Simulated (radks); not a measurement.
Task: Au, configuration [Xe] 4f14 5d10 6s1 (the NIST ground configuration). All-electron calculation, scalar-relativistic Kohn-Sham, PBE, spin-unpolarised, spherical densities, finite nucleus; Fermi nuclear charge, rms radius 5.4371 fm. Program: a radial shooting solver on a logarithmic mesh with Libxc functionals. Some entries of the table are withheld. Estimate them.

| orbital | occ. | eigenvalue (eV) | r(max) (bohr) | <r> (bohr) |
|---|---|---|---|---|
| 1s | 2 | -80741.41 | 0.01042 | 0.01687 |
| 2s | 2 | -14246.94 | (1) | 0.07114 |
| 2p | 6 | -12320.70 | 0.04981 | 0.06424 |
| 3s | 2 | -3362.692 | 0.1697 | 0.1839 |
| 3p | 6 | -2803.657 | 0.1690 | 0.1851 |
| 3d | 10 | -2205.364 | 0.1376 | 0.1677 |
| 4s | 2 | -729.8175 | 0.3827 | 0.4071 |
| 4p | 6 | -546.4280 | 0.4028 | 0.4335 |
| 4d | 10 | (2) | 0.4103 | 0.4584 |
| 5s | 2 | -108.2906 | 0.8481 | 0.9273 |
| 4f | 14 | (3) | 0.3756 | 0.4986 |
| 5p | 6 | -59.7870 | 0.9529 | 1.073 |
| 5d | 10 | -6.8796 | 1.215 | 1.619 |
| 6s | 1 | -5.7566 | 2.318 | 2.869 |

Result: 
(1) 2s r(max) (bohr): 0.06018
(2) 4d eigenvalue (eV): -325.9136
(3) 4f eigenvalue (eV): -81.1320
